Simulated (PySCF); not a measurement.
Polarisability and C₆ of In³⁺ (indium, charge +3)

[Kr] 4d10, closed-shell 1S. All numbers are calculated (PySCF 2.14, scalar relativity through the core potential, in aug-cc-pVQZ-PP with ECP28MDF). Coupled (time-dependent) response in atomic units; α is the mean over directions.

```csv
method,mean α (bohr³),C₆ (like pair),S(−4)
UHF,2.752,9.393,1.383
PBE,3.151,11.25,1.981
PBE0,3.021,10.65,1.764
PW91,3.144,11.21,1.977
```

S(−4) is the Cauchy moment in α(ω) = α(0) + S(−4) ω² + …

α(iu) at PBE:

```
u (hartree)  α(iu) (bohr³)
          0          3.151
     0.0500          3.146
      0.100          3.132
      0.200          3.075
      0.300          2.988
      0.500          2.753
      0.750          2.420
       1.00          2.103
       1.50          1.582
       2.00          1.205
       3.00         0.7357
       5.00         0.3356
```

A single London oscillator, α(iu) = α/(1 + u²/ω²), gives C₆ = (3/4) ω α². Matching the computed C₆ needs ω = 4 × 11.25 / (3 × 3.151²) = 1.51 hartree.

For an ion, C₆ is the dispersion term alone; charge-induced terms of lower order in 1/R come first.

Energies and moments cover only the electrons outside the core potential.
